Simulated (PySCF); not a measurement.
Molecule: `[BH3-][P+](F)(F)F`, BF3H3P.

Atoms are numbered as in `[BH3-:1][P+:2]([F:3])([F:4])[F:5]`. Hydrogens are named by the atom that carries them.

Geometry PBE0-D3(BJ)/def2-SVP throughout; GIAO in PySCF 2.14, gas phase, one conformer, non-relativistic; equivalent atoms averaged; functional PBE0.

Q: How do the shifts δ (against BF3·OEt2, H3PO4, CFCl3, TMS at the same level) depend on the basis set? (ppm; last column core-seconds on 1 thread of an Arm Neoverse V2, shared host)

A: 
```csv
basis set,functions,B1,P2,F3/F4/F5,H(B1),core-s
pcSseg-0,55,-49.4,134.3,-67.7,2.36,2.3
cc-pVDZ,89,-49.1,127.5,-38.1,0.84,4.1
aug-cc-pVDZ,146,-50.3,107.7,-50.4,1.14,7.5
cc-pVTZ,196,-55.3,112.3,-42.0,0.98,11
IGLO-III,214,-54.2,118.8,-43.5,1.13,11
```

Q: Which nucleus moves most, in ppm?

A: F3/F4/F5 (fluorine bonded to P): from -67.7 ppm with pcSseg-0 to -38.1 ppm with cc-pVDZ. The smallest spread is 1.52 ppm, at H(B1).

Q: Taking the largest basis, IGLO-III (214 functions), as the yardstick, rank the others by their worst heavy-atom deviation.

A: cc-pVTZ 6.5 ppm (196 functions), cc-pVDZ 8.8 ppm (89 functions), aug-cc-pVDZ 11.1 ppm (146 functions), pcSseg-0 24.2 ppm (55 functions).

A small basis that lands close on one nucleus may do so by chance; judge by the trend and by all nuclei.
